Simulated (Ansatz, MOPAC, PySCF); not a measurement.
Dissociation curve of NBe (cation, charge +1), lowest triplet found (which spin is the ground state isn't settled by this scan).

Methods: PM6, unrestricted, heats of formation (MOPAC); UKS-B3LYP/LANL2DZ = PySCF with unrestricted B3LYP/LANL2DZ; PM3, unrestricted, heats of formation (MOPAC); FCI = full CI/aug-cc-pVDZ, frozen core (Ansatz, a program for electronic structure).

Energies relative to the lowest point of each curve between 1.38 and 1.97 Å, where full CI is lowest, in kcal/mol; the last columns give the difference from FCI:

| R / Å | PM6 | UKS-B3LYP/LANL2DZ | PM3 | FCI | PM6 − FCI | UKS-B3LYP/LANL2DZ − FCI | PM3 − FCI |
|---|---|---|---|---|---|---|---|
| 1.29 | 29.0 | 43.4 | 38.1 | 41.2 | -12.3 | 2.2 | -3.1 |
| 1.38 | 10.3 | 22.6 | 16.6 | 18.9 | -8.6 | 3.8 | -2.3 |
| 1.47 | 1.6 | 8.8 | 5.1 | 6.8 | -5.1 | 2.1 | -1.7 |
| 1.53 | 0.0 | 3.8 | 1.5 | 2.6 | -2.6 | 1.2 | -1.1 |
| 1.58 | 0.5 | 1.4 | 0.2 | 0.7 | -0.2 | 0.7 | -0.5 |
| 1.62 | 1.9 | 0.4 | 0.0 | 0.0 | 1.9 | 0.4 | 0.0 |
| 1.69 | 5.9 | 0.0 | 0.6 | 0.1 | 5.9 | -0.1 | 0.5 |
| 1.75 | 10.5 | 0.7 | 1.7 | 1.1 | 9.5 | -0.3 | 0.7 |
| 1.81 | 15.8 | 2.1 | 3.3 | 2.6 | 13.2 | -0.5 | 0.7 |
| 1.91 | 25.0 | 5.3 | 6.4 | 5.8 | 19.2 | -0.5 | 0.6 |
| 1.97 | 30.4 | 7.5 | 8.4 | 7.9 | 22.5 | -0.4 | 0.5 |
| 2.10 | 40.6 | 12.4 | 12.8 | 12.6 | 28.0 | -0.2 | 0.3 |
| 2.27 | 49.9 | 18.4 | 18.9 | 18.2 | 31.7 | 0.1 | 0.7 |
| 2.45 | 55.5 | 23.6 | 26.5 | 23.3 | 32.2 | 0.3 | 3.2 |
| 2.70 | 59.0 | 29.0 | 37.6 | 28.5 | 30.5 | 0.5 | 9.1 |
| 2.96 | 60.4 | 32.7 | 45.7 | 32.1 | 28.3 | 0.7 | 13.6 |
| 3.29 | 61.3 | 35.8 | 49.1 | 34.7 | 26.6 | 1.1 | 14.4 |
| 3.69 | 61.8 | 37.8 | 48.9 | 36.3 | 25.5 | 1.6 | 12.6 |
| 4.15 | 62.0 | 39.0 | 48.2 | 37.1 | 24.9 | 2.0 | 11.1 |
| 4.79 | 62.1 | 39.7 | 47.7 | 37.5 | 24.5 | 2.2 | 10.2 |
| 5.71 | 62.1 | 40.1 | 47.5 | 37.8 | 24.3 | 2.3 | 9.7 |

PM6 is furthest from FCI at 2.45 (32.2 kcal/mol, above); its mean absolute difference over the points is 18.0 kcal/mol.

UKS-B3LYP/LANL2DZ is furthest from FCI at 1.38 (3.8 kcal/mol, above); its mean absolute difference over the points is 1.1 kcal/mol.

PM3 is furthest from FCI at 3.29 (14.4 kcal/mol, above); its mean absolute difference over the points is 4.6 kcal/mol.

The scan ran from 1.21 to 5.71 Å; beyond the distances shown full CI changes its symmetry label. The unrestricted determinant behind UKS-B3LYP/LANL2DZ is spin-contaminated at 1.75 to 5.71 Å (<S²> up to 3.0, against 2.00 for a pure triplet). Also computed but left out beside FCI, since their determinant holds another spin at the minimum (<S²> over 0.7 above the pure value): UHF/3-21G.
